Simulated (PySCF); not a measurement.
**Electron correlation in Si+ (silicon, charge +1)**

[Ne] 3s2 3p1, 2P determinant. All numbers are calculated (PySCF 2.14, the non-relativistic Hamiltonian (point nucleus), in 6-31G* (4s3p1d, 18 functions)). Frozen: [Ne]; 3 electrons correlated.

MP2 pair energies summed by pair of shells (mhartree):

```json
{"pair": "3s-3s", "energy": "-20.81", "share (%)": "61.0"}
{"pair": "3s-3p", "energy": "-13.29", "share (%)": "39.0"}
```

Total MP2 correlation energy: -34.10 mhartree.

Same-spin part -1.90 and opposite-spin part -32.20 mhartree; SCS-MP2 scales them by 1/3 and 6/5 to -39.28 mhartree.

```
  level  correlation energy (mhartree)
   CCSD                         -51.09
    (T)                          -0.56
CCSD(T)                         -51.65
```

Diagnostics: T1 = 0.011, D1 = 0.0219, largest double amplitude 0.110.

Cost of the coupled-cluster step: 0.06 s of wall time on 1 thread of Neoverse-V2 (shared host), for 3 correlated electrons.
